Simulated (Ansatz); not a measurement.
Potential energy curve for Ba(F)2, SMILES [Ba]([F])[F] (BaF₂). The Ba1–F3 bond (Ba1 also carries F; F3 carries nothing else) is varied alone, starting from the PBE0/def2-TZVP, def2 effective core potentials past Kr optimised geometry.

Level of theory: restricted PBE0/def2-TZVP, def2 effective core potentials past Kr run with Ansatz (a program for electronic structure).

The batch members p0 to p7 hold the bond at 1.85, 1.96, 2.08, 2.16, 2.23, 2.30, 2.37, 2.50 Å.

Ansatz input:

Ansatz 0.2 input:
```yaml
# input.yaml
basis:
  gaussian: { orbitals: def2-tzvp }
hamiltonian:
  xc: pbe0
batch:
  members: [p0.yaml, p1.yaml, p2.yaml, p3.yaml, p4.yaml, p5.yaml, p6.yaml, p7.yaml]

# p4.yaml, one of the 8 members of this batch
crystal:
  periodic: [false, false, false]
  atoms:
    - { symbol: Ba, position_ang: [0.0, 0.0, 0.0] }
    - { symbol: F, position_ang: [0.0, 1.94585264, -1.08244115] }
    - { symbol: F, position_ang: [0.0, 0.0, 2.23] }
total_charge: 0
magnetization:
  spin_polarized: false
```

Lines of the output on each member:

```
Member 3: Total energy: -6128.85454519 eV, -225.2312502488 hartree
Member 2: Total energy: -6128.75616918 eV, -225.2276349971 hartree
Member 1: Total energy: -6128.36066511 eV, -225.2131004908 hartree
Member 0: Total energy: -6127.61913422 eV, -225.1858497330 hartree
Member 4: Total energy: -6128.86357156 eV, -225.2315819621 hartree
Member 5: Total energy: -6128.81886971 eV, -225.2299391991 hartree
Member 6: Total energy: -6128.73412630 eV, -225.2268249364 hartree
Member 7: Total energy: -6128.50564461 eV, -225.2184283891 hartree
```
